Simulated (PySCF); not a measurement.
PySCF input for hydrogen bromide cation (BrH), SMILES Br (connectivity only; charge and spin as stated), charge +1, multiplicity 2, TDA-B3LYP/def2-TZVPD. The structure is a stationary point at B3LYP-D3(BJ)/def2-TZVPD. The spin state was assumed, not searched.

```python
import numpy as np
from pyscf import gto, scf, dft, tdscf

mol = gto.M(
    atom='''
    Br    0.00000000    0.00000000   -0.04054960
    H     0.00000000    0.00000000    1.41923587
    ''',
    basis='def2-TZVPD',
    charge=1,
    spin=1,
    max_memory=1600,
    verbose=4,
)
mf = dft.UKS(mol, xc='b3lyp').density_fit(auxbasis='def2-universal-jkfit')
mf.grids.level = 3
mf.conv_tol = 1e-9
mf.max_cycle = 100
mf.kernel()
fine, coarse = mf.grids, dft.Grids(mol).set(level=1).build(with_non0tab=True)
for _ in range(3):  # follow internal instabilities
    mf.grids = coarse
    mo, _, stable, _ = mf.stability(return_status=True, nroots=4)
    mf.grids = fine
    if stable:
        break
    mf.kernel(mf.make_rdm1(mo, mf.mo_occ))
mf.grids = dft.Grids(mol).set(level=1).build(with_non0tab=True)  # coarser grid for the response kernel
td = tdscf.TDA(mf)
td.nstates = 10
td.conv_tol = 1e-4
td.positive_eig_threshold = 1e-6
td.kernel(x0=td.get_init_guess(mf, 15))
td.analyze()
```

It prints:

```
PySCF version 2.14.0

[INPUT] verbose = 4
[INPUT] num. atoms = 2
[INPUT] num. electrons = 35
[INPUT] charge = 1
[INPUT] spin (= nelec alpha-beta = 2S) = 1
[INPUT] symmetry False subgroup None
[INPUT] Mole.unit = angstrom
[INPUT] Symbol           X                Y                Z      unit          X                Y                Z       unit  Magmom
[INPUT]  1 Br     0.000000000000   0.000000000000  -0.040549600000 AA    0.000000000000   0.000000000000  -0.076627638461 Bohr   0.0
[INPUT]  2 H      0.000000000000   0.000000000000   1.419235870000 AA    0.000000000000   0.000000000000   2.681967100459 Bohr   0.0

nuclear repulsion = 12.6876193542329
number of shells = 24
number of NR pGTOs = 123
number of NR cGTOs = 66
basis = def2-TZVPD
ecp = {}


[settings echo left out]
init E= -2573.6859599671
  alpha nocc = 18  HOMO = -0.32517038574375  LUMO = -0.0450569092387036

WARN: beta  nocc = 17  HOMO -0.325170385743755 >= LUMO -0.325170385743752


WARN: HOMO -0.32517038574375 >= LUMO -0.325170385743752

cycle= 1 E= -2574.31637230608  delta_E= -0.63  |g|= 0.347  |ddm|=  0.9
  alpha nocc = 18  HOMO = -0.714653046822114  LUMO = -0.353505173219625
  beta  nocc = 17  HOMO = -0.699409513948051  LUMO = -0.627580868661883
  HOMO = -0.699409513948  LUMO = -0.627580868662  gap/eV = 1.95456
cycle= 2 E= -2574.3399386585  delta_E= -0.0236  |g|= 0.309  |ddm|= 0.474
  alpha nocc = 18  HOMO = -0.661490599001399  LUMO = -0.318665979091
  beta  nocc = 17  HOMO = -0.646643853210946  LUMO = -0.569734613277946
  HOMO = -0.646643853211  LUMO = -0.569734613278  gap/eV = 2.09281
cycle= 3 E= -2574.35646985629  delta_E= -0.0165  |g|= 0.0168  |ddm|= 0.189
  alpha nocc = 18  HOMO = -0.650626163388107  LUMO = -0.306448737489868
  beta  nocc = 17  HOMO = -0.636167215019812  LUMO = -0.555371477012835
  HOMO = -0.63616721502  LUMO = -0.555371477013  gap/eV = 2.19856
cycle= 4 E= -2574.35661761392  delta_E= -0.000148  |g|= 0.00645  |ddm|= 0.0273
  alpha nocc = 18  HOMO = -0.650497804733981  LUMO = -0.307258477920006
  beta  nocc = 17  HOMO = -0.636143358585301  LUMO = -0.554631221110488
  HOMO = -0.636143358585  LUMO = -0.55463122111  gap/eV = 2.21806
cycle= 5 E= -2574.3566396693  delta_E= -2.21e-05  |g|= 0.00248  |ddm|= 0.00643
  alpha nocc = 18  HOMO = -0.650988563422416  LUMO = -0.307379021802185
  beta  nocc = 17  HOMO = -0.636668373917376  LUMO = -0.555003275396962
  HOMO = -0.636668373917  LUMO = -0.555003275397  gap/eV = 2.22222
cycle= 6 E= -2574.35664345136  delta_E= -3.78e-06  |g|= 0.000423  |ddm|= 0.0026
  alpha nocc = 18  HOMO = -0.650881907720712  LUMO = -0.307462250202556
  beta  nocc = 17  HOMO = -0.636567167072009  LUMO = -0.554873561302335
  HOMO = -0.636567167072  LUMO = -0.554873561302  gap/eV = 2.22300
cycle= 7 E= -2574.3566436222  delta_E= -1.71e-07  |g|= 0.000111  |ddm|= 0.000605
  alpha nocc = 18  HOMO = -0.650916527605321  LUMO = -0.307483672257452
  beta  nocc = 17  HOMO = -0.63659728438753  LUMO = -0.554900655944562
  HOMO = -0.636597284388  LUMO = -0.554900655945  gap/eV = 2.22308
cycle= 8 E= -2574.35664364207  delta_E= -1.99e-08  |g|= 3.01e-05  |ddm|= 0.000227
  alpha nocc = 18  HOMO = -0.650911559281298  LUMO = -0.307491182221739
  beta  nocc = 17  HOMO = -0.636589458684917  LUMO = -0.554894377235937
  HOMO = -0.636589458685  LUMO = -0.554894377236  gap/eV = 2.22304
cycle= 9 E= -2574.35664364392  delta_E= -1.85e-09  |g|= 2.8e-06  |ddm|= 8.23e-05
  alpha nocc = 18  HOMO = -0.65091140261173  LUMO = -0.307491187734351
  beta  nocc = 17  HOMO = -0.636589150901699  LUMO = -0.554894458085166
  HOMO = -0.636589150902  LUMO = -0.554894458085  gap/eV = 2.22303
cycle= 10 E= -2574.35664364394  delta_E= -2.09e-11  |g|= 4.48e-07  |ddm|= 7.44e-06
  alpha nocc = 18  HOMO = -0.650911377382154  LUMO = -0.307491176104699
  beta  nocc = 17  HOMO = -0.63658917253817  LUMO = -0.554894381866007
  HOMO = -0.636589172538  LUMO = -0.554894381866  gap/eV = 2.22303
Extra cycle  E= -2574.35664364394  delta_E= -1.82e-12  |g|= 1.92e-07  |ddm|= 7.04e-07
converged SCF energy = -2574.35664364394  <S^2> = 0.75268319  2S+1 = 2.0026814
tot grids = 9808
uhf_internal: lowest eigs of H = [9.45744974e-07 2.70534488e-01 4.70608001e-01 5.44208932e-01]
<class 'pyscf.df.df_jk.DFUKS'> wavefunction is stable in the internal stability analysis
tot grids = 9808
Overwritten attributes  positive_eig_threshold  of <class 'pyscf.tdscf.uks.TDA'>


******** <class 'pyscf.tdscf.uks.TDA'> for <class 'pyscf.df.df_jk.DFUKS'> ********
nstates = 10
deg_eia_thresh = 1.000e-03
wfnsym = None
conv_tol = 0.0001
eigh lindep = 1e-12
eigh level_shift = 0
eigh max_cycle = 100


Excitation energies (eV)
[ 0.07892525  3.78411651  6.88944526  7.69005756  8.71503396  9.25959097
 11.18043938 11.59771056 12.00036281 12.18103086]

** Excitation energies and oscillator strengths **
Excited State   1:      0.07893 eV  15709.07 nm  f=0.0000
      17b ->   18b      0.99891
Excited State   2:      3.78412 eV    327.64 nm  f=0.0016
      16b ->   18b     -0.99743
Excited State   3:      6.88945 eV    179.96 nm  f=0.0000
      18a ->   19a     -0.62154
      17b ->   19b      0.77855
Excited State   4:      7.69006 eV    161.23 nm  f=0.0001
      18a ->   19a     -0.77925
      17b ->   19b     -0.62095
Excited State   5:      8.71503 eV    142.26 nm  f=0.0001
      17a ->   19a     -0.99115
      15b ->   18b     -0.10413
Excited State   6:      9.25959 eV    133.90 nm  f=0.0001
      16a ->   19a     -0.69217
      16b ->   19b      0.70727
Excited State   7:     11.18044 eV    110.89 nm  f=0.0190
      18a ->   20a      0.46157
      17b ->   20b     -0.87656
Excited State   8:     11.59771 eV    106.90 nm  f=0.1602
      18a ->   20a      0.88033
      17b ->   20b      0.45890
Excited State   9:     12.00036 eV    103.32 nm  f=0.0017
      16a ->   19a     -0.12681
      18a ->   22a     -0.38815
      18a ->   25a      0.15699
      16b ->   19b     -0.16285
      17b ->   21b      0.82996
      17b ->   24b     -0.27751
Excited State  10:     12.18103 eV    101.78 nm  f=0.0000
      18a ->   21a      0.76693
      18a ->   24a     -0.14524
      17b ->   22b     -0.58463
      17b ->   25b      0.18797

** Transition electric dipole moments (AU) **
state          X           Y           Z        Dip. S.      Osc.
  1         0.0000      0.0000     -0.0000      0.0000      0.0000
  2         0.1294      0.0177      0.0000      0.0171      0.0016
  3         0.0006     -0.0043     -0.0000      0.0000      0.0000
  4         0.0024     -0.0178     -0.0000      0.0003      0.0001
  5        -0.0234     -0.0032     -0.0000      0.0006      0.0001
  6         0.0000     -0.0000      0.0193      0.0004      0.0001
  7         0.0356     -0.2610     -0.0000      0.0694      0.0190
  8        -0.1016      0.7439      0.0000      0.5637      0.1602
  9         0.0000      0.0000     -0.0761      0.0058      0.0017
 10        -0.0000      0.0000     -0.0000      0.0000      0.0000

** Transition velocity dipole moments (imaginary part, AU) **
state          X           Y           Z        Dip. S.      Osc.
  1        -0.0000     -0.0000     -0.0000      0.0000      0.0000
  2        -0.0279     -0.0038     -0.0000      0.0008      0.0038
  3        -0.0021      0.0150     -0.0000      0.0002      0.0006
  4         0.0099     -0.0729      0.0000      0.0054      0.0128
  5        -0.0516     -0.0070      0.0000      0.0027      0.0056
  6         0.0000     -0.0000      0.0059      0.0000      0.0001
  7         0.0118     -0.0867     -0.0000      0.0077      0.0124
  8        -0.0382      0.2798      0.0000      0.0798      0.1248
  9         0.0000      0.0000     -0.0178      0.0003      0.0005
 10        -0.0000      0.0000     -0.0000      0.0000      0.0000

** Transition magnetic dipole moments (imaginary part, AU) **
state          X           Y           Z
  1         0.0000     -0.0000      1.0024
  2        -0.1289      0.9445      0.0000
  3         0.0557      0.0076      0.0000
  4        -0.4255     -0.0581      0.0000
  5        -0.0417      0.3052     -0.0000
  6         0.0000     -0.0000     -0.0000
  7         0.0406      0.0055     -0.0000
  8        -0.1073     -0.0147      0.0000
  9        -0.0000      0.0000      0.0000
 10        -0.0000     -0.0000      0.0042
```

Self-consistency was reached.

Cost: roughly 17 core-seconds.
